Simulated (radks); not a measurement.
All-electron atom: Kr in [Kr] (the NIST ground configuration). Calculated with a radial shooting solver on a logarithmic mesh with Libxc functionals: Dirac Kohn-Sham, OLYP, spin-unpolarised, spherical densities, finite nucleus; Fermi nuclear charge, rms radius 4.1884 fm.

Normalised radial functions P(r) = r R(r) (large component), r in bohr:

r           4p1/2
0.002375   0.0015
0.003118   0.0023
0.004092   0.0036
0.005329   0.0055
0.006994   0.0087
0.00918    0.0137
0.01195    0.0211
0.01569    0.0328
0.0206     0.0501
0.02682    0.0740
0.0352     0.1068
0.04584    0.1458
0.06016    0.1881
0.07897    0.2203
0.1028     0.2222
0.135      0.1694
0.1772     0.0457
0.2307    -0.1275
0.3028    -0.2987
0.3975    -0.3651
0.5175    -0.2549
0.6793     0.0332
0.8917     0.3960
1.161      0.6809
1.524      0.7940
2          0.7012
2.605      0.4906
3.419      0.2709
4.488      0.1213
5.843      0.0422

4p1/2: eigenvalue -9.605 eV, 2 radial nodes at r = 0.191, 0.662 bohr, <r> = 1.91 bohr, 90 % of the charge inside 2.94 bohr.
